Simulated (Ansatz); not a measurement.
A made-up structure of SiH₂SO₂, singlet:

```xyz
6
angstrom
O -0.2988 -0.2410 -1.5191
Si 0.3180 0.7384 -0.5265
S 0.2321 0.1251 1.4533
O -0.5379 -1.3090 1.1585
H 0.9633 2.0480 -0.7545
H 0.0383 -1.1355 -1.6837
```

It is relaxed with PBE-D4/def2-SVP and then PBE0-D4/def2-TZVP (Ansatz 0.2.0). Atoms count as bonded within 1.22 times the sum of their covalent radii (H–H: 0.88 Å). The end point is not checked to be a true minimum.

(1) Does its bonding change? (Judge from chemistry; the calculation decides.)

## Answers

(1) By the calculation: No: no bond forms or breaks.

Where it ends: The first stage lowers the energy by 1.03 eV in 13 steps. It ends as SiH₂SO₂ ([O][S][SiH][OH]):
```
6
angstrom
O 0.0283 -0.2374 -1.6163
Si 0.4069 0.8122 -0.4515
S 0.0849 -0.0164 1.3795
O -0.4199 -1.3910 0.9341
H 0.8927 2.1141 -0.9452
H -0.2780 -1.0553 -1.1727
```

Labels in which every atom is bracketed show which atoms are joined, not bond orders.

For scale, one of the runs: PBE0-D4/def2-TZVP relaxation, 148 basis functions, launched by `ansatz run in.yaml --threads 2 --pin off --events-out ev --progress --plain --max-ram 4352MiB`. The run took about 30 s on 2 CPU threads of an Intel Xeon (shared host).
